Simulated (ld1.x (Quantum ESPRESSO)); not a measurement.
**What one change does to a pseudopotential (Ni, ultrasoft)**

* Element: nickel
* Generator: ld1.x (Quantum ESPRESSO) 7.5
* Type: ultrasoft
* Functional: PBE
* Relativity: scalar-relativistic
* Frozen core: [Ne]
* Valence charge: 18
* Reference configuration: 3s2 3p6 3d8 4s1 4p1
* Partial waves: 3s (bound): rcut 1.15, rcutus 1.25 bohr; 4s (bound): rcut 1.15, rcutus 1.25 bohr; 3p (bound): rcut 1.05, rcutus 1.15 bohr; 4p (bound): rcut 1.05, rcutus 1.15 bohr; 3d (bound): rcut 1.40, rcutus 1.65 bohr; 3d channel at -0.2 Ry: rcut 1.40, rcutus 1.65 bohr
* Local potential: all-electron potential smoothed inside 1.40 bohr (lloc = -1)
* Core correction: Bessel-smoothed model core inside 0.95 bohr
* Augmentation charge: PSQ, inside the norm-conserving radii

Change: waves 3p (bound): rcut 1.05, rcutus 1.66 bohr; 4p (bound): rcut 1.05, rcutus 1.66 bohr.

Cutoffs: the cutoffs (Ry, on a coarse ladder) from which the occupation-weighted sum of valence levels, in a spherical-Bessel basis at the reference potential, stays within 10 and 1 mRy of its value at 400 Ry; they do not see the model core or the augmentation charge, which bear on the density cutoff. Errors are all-electron minus pseudo energies relative to the spin-unpolarised reference configuration.

Problem. What does the change do?

Solution. The potential gets softer (80 Ry and 120 Ry → 55 Ry and 80 Ry); of the 7 tests that both files solve, the error grows in 6 and shrinks in 1 by more than 15 % and 0.3 meV (median size 5.6 → 58.5 meV); neither file shows a bound ghost. A larger radius leaves more room for a smooth pseudo-wave, so fewer plane waves are needed.

```csv
quantity,base,changed
"cutoff, loose",80 Ry,55 Ry
"cutoff, tight",120 Ry,80 Ry
loose cutoff by channel (10 mRy a level),"s 50 Ry, p 55 Ry, d 35 Ry","s 50 Ry, p 25 Ry, d 35 Ry"
bound ghosts,none,none
"error for 3s2 3p6 3d8 4s2 4p0, meV [ΔE -4.60 eV]",-1.0,-44
"error for 3s2 3p6 3d8 4s1 4p0, meV [ΔE 4.73 eV]",-1.0,-51
"error for 3s2 3p6 3d8 4s0 4p0, meV [ΔE 22.08 eV]",+0.4,-69
"error for 3s2 3p5 3d8 4s2 4p0, meV [ΔE 74.93 eV]",+19,+7.8
"error for 3s1 3p6 3d8 4s2 4p0, meV [ΔE 114.80 eV]",-5.6,-105
"error for 3s2 3p6 3d7 4s0 4p0, meV [ΔE 59.54 eV]",+21,-88
"error for 3s2 3p6 3d9 4s1 4p0, meV [ΔE -6.19 eV]",+17,-59
s: phases at 1.80 bohr within 0.05 rad from the reference energy up to (Ry; the scan ends near 5),to the end of the scan,to the end of the scan
p: phases at 1.80 bohr within 0.05 rad from the reference energy up to (Ry; the scan ends near 5),to the end of the scan,to the end of the scan
d: phases at 1.80 bohr within 0.05 rad from the reference energy up to (Ry; the scan ends near 5),3.7,3.7
lowest overlap eigenvalue by channel,"s 0.07, p 0.22, d 1.00","s 0.07, p 0.79, d 1.00"
```
